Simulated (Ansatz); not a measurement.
Reaction (formal hydrolysis of a Ge–Al bond): `[F][GeH2][AlH2]` + H₂O → `[OH][GeH2][F]` + `[AlH3]`

Calculated with Ansatz (gas phase, PBE0-D4/def2-TZVP geometries, no zero-point term in ΔE). CBS: MP2 limit from def2 TZ/QZ plus the TZ coupled-cluster correction, frozen cores. This one scheme is used for every species. DFT in def2-TZVPP. For Ge outer-core shells are correlated without core-valence functions, which leaves a few kJ/mol of doubt a bond. Scalar relativity is left out up to krypton. One conformer a species, not always the lowest.

```tsv
level	ΔE (kJ/mol)
LC-ωPBE	-19.1
CCSD(T)/def2-TZVPP	-23.2
```

Question: What does CCSD(T)/CBS give? (Estimate.)

Answer: Ansatz gave: -16.0 kJ/mol. The listed levels differ from it by -3.1, -7.2 kJ/mol.

Largest T1 diagnostic among the species: 0.012.

From BLYP to BHLYP (50 % exact exchange), in def2-TZVPP and without D4, ΔE moves by −8.5 kJ/mol. In def2-TZVPP, CCSD(T) changes the Hartree–Fock value by +14.9 kJ/mol (the triples alone add +0.4 kJ/mol) and MP2 by +8.9 kJ/mol. At CCSD(T), def2-SVP lies −20.1 kJ/mol from the extrapolated value and def2-TZVPP −7.1 kJ/mol.
